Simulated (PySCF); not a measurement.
Cd(Cl)(Me) (CH3CdCl), SMILES [CH3][Cd][Cl]. Atoms are numbered in the order given.

```xyz
6

Cd     0.0000     0.0000     0.2602
Cl     0.0000     0.0000    -2.0556
C      0.0000     0.0000     2.3755
H      0.8898     0.5137     2.7337
H      0.0000    -1.0275     2.7337
H     -0.8898     0.5137     2.7337
```
Charge 0, spin multiplicity 1.

Geometry optimised at B3LYP-D3(BJ)/def2-TZVP. The def2 effective core potentials stand for the cores of Cd; spin–orbit coupling is left out.

Computed with CAM-B3LYP/def2-TZVPD in PySCF.

Mulliken values depend strongly on the basis, most of all with diffuse functions as here. ESP charges are fitted to the potential on shells at 1.4 to 2.0 van der Waals radii. Atomic charges (e):

| atom | Mulliken | ESP fit |
|---|---|---|
| Cd1 | 0.67 | 0.65 |
| Cl2 | -0.45 | -0.44 |
| C3 | -0.82 | -0.69 |
| H4 | 0.20 | 0.16 |
| H5 | 0.20 | 0.16 |
| H6 | 0.20 | 0.16 |
